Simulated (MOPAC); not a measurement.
A run for MOPAC: PM7 on FIPb (SMILES [F][Pb][I]), a point of a bond scan (R = 3.117 Å).

```
PM7 1SCF PRECISE CHARGE=0 THREADS=1
FIPb

Pb     0.54632348 1    -0.46465695 1     0.74031944 1
F      1.67669223 1    -1.49135570 1    -0.64500339 1
I     -1.29760652 1     1.11583320 1    -1.21349007 1
```

The log:

```
*******************************************************************************
 **                                                                           **
 **                              MOPAC v23.2.5                                **
 **                                                                           **
 *******************************************************************************
 ** MOPAC's Digital Object Identifier: https://doi.org/10.5281/zenodo.6511958 **
 **                                                                           **
 ** Please cite the open-source release paper for use of this MOPAC version:  **
 ** J. E. Moussa and J. J. P. Stewart (2026)                                  **
 ** MOPAC: An open-source semiempirical molecular orbital program             **
 ** J. Open Source Softw., 11(119), 8025, https://doi.org/10.21105/joss.08025 **
 *******************************************************************************

                              PM7 CALCULATION RESULTS

 *******************************************************************************
 *  PM7        - The PM7 Hamiltonian to be used
 *
 *
 *
 *                 CHARGE ON SYSTEM = 0
 *
 *
 *
 *  PRECISE    - TIGHTER CRITERIA TO BE USED
 *  1SCF       - DO 1 SCF AND THEN STOP
 *  THREADS=1  - MULTI-THREADING NOT USED
 *  T=         - A TIME OF 172800.0 SECONDS REQUESTED
 *  DUMP=N     - RESTART FILE WRITTEN EVERY 7200.0 SECONDS REQUESTED
 *******************************************************************************
PM7 1SCF PRECISE CHARGE=0 THREADS=1
 FIPb

   ATOM   CHEMICAL          X               Y               Z
  NUMBER   SYMBOL      (ANGSTROMS)     (ANGSTROMS)     (ANGSTROMS)

     1      Pb          0.54632348  *  -0.46465695  *   0.74031944  *
     2       F          1.67669223  *  -1.49135570  *  -0.64500339  *
     3       I         -1.29760652  *   1.11583320  *  -1.21349007  *



          CARTESIAN COORDINATES

    NO.       ATOM           X           Y           Z

     1        Pb          0.5463     -0.4647      0.7403
     2         F          1.6767     -1.4914     -0.6450
     3         I         -1.2976      1.1158     -1.2135

 General Reference for PM7:
 "Optimization of Parameters for Semiempirical Methods VI: More Modifications to the
 NDDO Approximations and Re-optimization of Parameters", J. J. P. Stewart, J. Mol. Mod., 1:32, 19 (2013)
 https://link.springer.com/article/10.1007/s00894-012-1667-x

           Empirical Formula: Pb F I  =     3 atoms



      MOLECULAR POINT GROUP   :   Cs


      RHF CALCULATION, NO. OF DOUBLY OCCUPIED LEVELS = 9


 -------------------------------------------------------------------------------
 PM7 1SCF PRECISE CHARGE=0 THREADS=1
 FIPb



     1SCF WAS SPECIFIED, SO BFGS WAS NOT USED
     SCF FIELD WAS ACHIEVED


                              PM7 CALCULATION
                                                       MOPAC v23.2.5 Linux




          FINAL HEAT OF FORMATION =        -59.67850 KCAL/MOL =    -249.69486 KJ/MOL


          COSMO AREA              =        123.26 SQUARE ANGSTROMS
          COSMO VOLUME            =        112.84 CUBIC ANGSTROMS

          IONIZATION POTENTIAL    =          8.736277 EV
          HOMO LUMO ENERGIES (EV) =         -8.736 -2.183
          NO. OF FILLED LEVELS    =          9
          MOLECULAR WEIGHT        =        353.1029         POINT GROUP:  Cs

          MOLECULAR DIMENSIONS (Angstroms)

            Atom       Atom       Distance
            I     3    F     2     3.99588
            F     2   Pb     1     1.58868
           Pb     1    I     3     0.00000


          SCF CALCULATIONS        =          1





   ATOM   CHEMICAL          X               Y               Z
  NUMBER   SYMBOL      (ANGSTROMS)     (ANGSTROMS)     (ANGSTROMS)

     1      Pb          0.54632348  *  -0.46465695  *   0.74031944  *
     2       F          1.67669223  *  -1.49135570  *  -0.64500339  *
     3       I         -1.29760652  *   1.11583320  *  -1.21349007  *

                             CARTESIAN COORDINATES

   1   Pb        0.546323480    -0.464656950     0.740319440
   2    F        1.676692230    -1.491355700    -0.645003390
   3    I       -1.297606520     1.115833200    -1.213490070


           Empirical Formula: Pb F I  =     3 atoms



      MOLECULAR POINT GROUP   :   Cs


                  EIGENVALUES
 -36.84620 -20.51355 -18.99734 -14.02611 -13.98130 -12.99969  -9.17266  -8.76342
  -8.73628  -2.18315  -1.98060  -0.68122 128.28663 128.30963 128.35670 128.75122
 128.75274


              NET ATOMIC CHARGES AND DIPOLE CONTRIBUTIONS

  ATOM NO.   TYPE          CHARGE      No. of ELECS.   s-Pop       p-Pop       d-Pop
    1         Pb           1.067815        2.9322     1.98373     0.94846
    2          F          -0.540075        7.5401     1.99027     5.54981
    3          I          -0.527741        7.5277     1.98883     5.53629     0.00262
 DIPOLE           X         Y         Z       TOTAL
 POINT-CHG.     1.742    -1.343     8.546     8.825
 HYBRID         0.103    -0.098    -0.341     0.370
 SUM            1.845    -1.441     8.205     8.532


          ATOMIC ORBITAL ELECTRON POPULATIONS

     Atom    s        px        py        pz      x^2-y^2     xz        z^2       yz        xy
    1 Pb   1.98373   0.27331   0.21951   0.45564
    2  F   1.99027   1.85852   1.87936   1.81193
    3  I   1.98883   1.82811   1.86990   1.83829   0.00005   0.00103   0.00010   0.00077   0.00067

 **********************
 *                    *
 * JOB ENDED NORMALLY *
 *                    *
 **********************




 == MOPAC DONE ==
```

The run finished.

Cost: about 0.03 core-seconds (a rough figure).
